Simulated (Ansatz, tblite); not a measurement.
Removing and adding an electron: trans-NiCl2(NH3)2 (NiN₂Cl₂H₆). The state is a singlet with charge 0. Geometry: PBE-D4/def2-SVP. Ansatz, gas phase; energy differences of separate SCF runs; the oxidised species was run as a doublet alone; the reduced species was run as a doublet alone.

```xyz
11

Ni   -0.002   -0.001    0.000
Cl   -1.930   -0.959   -0.388
N    -0.810    1.082    1.341
H    -1.218    1.927    0.914
H    -0.100    1.391    2.023
H    -1.579    0.575    1.804
Cl    1.926    0.956    0.388
N     0.809   -1.083   -1.341
H     1.290   -1.884   -0.906
H     1.524   -0.549   -1.856
H     0.089   -1.455   -1.980
```

The xTB rows come from tblite.

| level | −HOMO (eV) | vertical IE (eV) | −LUMO (eV) | vertical EA (eV) | HOMO–LUMO gap (eV) | IE − EA (eV) | remarks |
| --- | --- | --- | --- | --- | --- | --- | --- |
| GFN1-xTB | 11.30 | 14.11 | 9.42 | 6.25 | 1.88 | 7.86 | – |
| PBE-D4/def2-TZVP | 4.55 | 7.80 | 3.18 | – | 1.37 | – | – |
| PBE-D4/def2-TZVPD | 4.69 | – | 3.32 | 0.68 | 1.37 | – | HOMO above zero (-1 doublet) |
| r2SCAN-D4/def2-TZVPD | 4.99 | – | 3.16 | 0.68 | 1.84 | – | HOMO above zero (-1 doublet) |

Question: Estimate the rows for GFN2-xTB, r2SCAN-D4/def2-TZVP, PBE0-D4/def2-TZVPD.

Answer: 
```tsv
level	−HOMO (eV)	vertical IE (eV)	−LUMO (eV)	vertical EA (eV)	HOMO–LUMO gap (eV)	IE − EA (eV)	remarks
GFN2-xTB	9.96	12.67	8.39	5.59	1.56	7.08	–
r2SCAN-D4/def2-TZVP	4.89	7.87	3.05	–	1.84	–	–
PBE0-D4/def2-TZVPD	6.82	–	1.88	0.76	4.94	–	HOMO above zero (-1 doublet)
```

Relaxing the oxidised species (PBE-D4/def2-SVP) changes its energy by -0.07 eV at PBE-D4/def2-TZVP, so the adiabatic ionisation energy to this nearest minimum is 7.74 eV.  Relaxing the reduced species (PBE-D4/def2-SVPD) changes its energy by -0.40 eV at PBE-D4/def2-TZVPD, so the adiabatic electron affinity to this nearest minimum is 1.08 eV. At PBE0-D4/def2-TZVPD it is 1.33 eV. The highest occupied level of the relaxed charge -1 doublet lies above zero (up to 1.20 eV). It is a level of β spin, whose loss leaves a triplet; that state wasn't run at this geometry and level. The electron is either unbound and held by the finite basis, or the level is raised by self-interaction error.  Run but left out: HF/def2-SVP, MP2/def2-SVP, CCSD/def2-SVP, CCSD(T)/def2-SVP (flagged by the program: other roots); PBE0-D4/def2-TZVP (singlet: restricted singlet, unstable towards broken spin symmetry).   A HOMO above zero means that the electron is unbound at that level or that self-interaction error raises the level; the energy of removing that electron tells which. Raw xTB energy differences between charge states are shifted by several eV; the methods need an empirical correction for them.
